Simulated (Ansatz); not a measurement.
C₂HFZn (`F[C]1=[CH][Zn]1`) at its PBE0-D4/def2-TZVP geometry, where that method's forces vanish. Charge 0, multiplicity 1.

| atom | x (Å) | y (Å) | z (Å) |
| --- | --- | --- | --- |
| F1 | -0.451 | -1.504 | -0.800 |
| C2 | -0.556 | -0.330 | -0.177 |
| C3 | 0.534 | 0.405 | 0.217 |
| Zn4 | -1.110 | 1.291 | 0.681 |
| H5 | 1.584 | 0.138 | 0.079 |

Q: For each bond, give half the difference of the two atoms' forces along it (eV/Å; positive pushes the atoms apart) under PBE-D4, r2SCAN-D4, B3LYP-D4, ωB97M-V in def2-TZVPP. (An estimate is asked.)

A: Ansatz gave: 
| bond | length (Å) | PBE-D4 | r2SCAN-D4 | B3LYP-D4 | ωB97M-V |
| --- | --- | --- | --- | --- | --- |
| F1–C2 | 1.333 | 0.39 | 0.29 | 0.25 | 0.35 |
| C2–C3 | 1.372 | 0.43 | 0.17 | 0.10 | -0.19 |
| C2–Zn4 | 1.916 | 0.09 | -0.16 | 0.13 | -0.25 |
| C3–Zn4 | 1.925 | 0.29 | 0.01 | 0.35 | -0.10 |
| C3–H5 | 1.092 | -0.02 | -0.04 | -0.20 | -0.04 |

B3LYP here is the variant with VWN-RPA as its local correlation; programs differ in this.
